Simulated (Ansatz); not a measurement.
Relaxation of H6N2OSeSi (11 atoms, charge 0, multiplicity 1), to a largest force component of 0.02 eV/Å in at most 40 steps.

Theory: Ansatz 0.2.0, RHF/def2-SVP.

```xyz
11
Properties=species:S:1:pos:R:3
N -0.519 1.362 0.624
Si 0.311 0.094 -0.229
N 0.552 -1.262 0.890
O 1.901 0.702 -0.784
Se -0.913 -0.636 -2.024
H -0.753 2.166 -0.100
H -1.469 1.019 0.893
H -0.318 -1.546 1.238
H 1.099 -0.857 1.770
H 2.252 -0.081 -1.210
H -2.077 -1.019 -1.047
```

Where does it end, and by what steps?

It converged. After 15 steps the energy has fallen by 1.474 eV; H8 moved furthest, 0.89 Å.

| step | energy less start (eV) | largest force component (eV/Å) | accepted |
| --- | --- | --- | --- |
| 0 | 0.0000 | 3.455 | yes |
| 1 | -0.9367 | 2.135 | yes |
| 2 | -1.1422 | 1.608 | yes |
| 3 | -1.2519 | 1.139 | yes |
| 4 | -1.3592 | 0.381 | yes |
| 5 | -1.3881 | 0.442 | yes |
| 6 | -1.4132 | 0.543 | yes |
| 7 | -1.4491 | 0.447 | yes |
| 8 | -1.4657 | 0.266 | yes |
| 9 | -1.4436 | 0.568 | no |
| 10 | -1.4720 | 0.104 | yes |
| 11 | -1.4722 | 0.093 | yes |
| 12 | -1.4729 | 0.090 | yes |
| 13 | -1.4733 | 0.029 | yes |
| 14 | -1.4733 | 0.038 | yes |
| 15 | -1.4735 | 0.011 | yes |

```xyz
11
Properties=species:S:1:pos:R:3
N -0.452 1.533 0.538
Si 0.190 0.126 -0.168
N 0.227 -1.083 1.034
O 1.606 0.641 -0.834
Se -0.914 -0.832 -1.963
H -0.274 2.430 0.131
H -1.308 1.516 1.056
H 0.287 -2.058 0.824
H 0.523 -0.869 1.967
H 2.102 0.063 -1.391
H -1.921 -1.523 -1.172
```

Whether the end is a true minimum wasn't checked by a vibrational analysis.

Time of the run: 59 s on 2 threads of Arm Neoverse N1, on a shared host, peak memory 0.29 GiB.
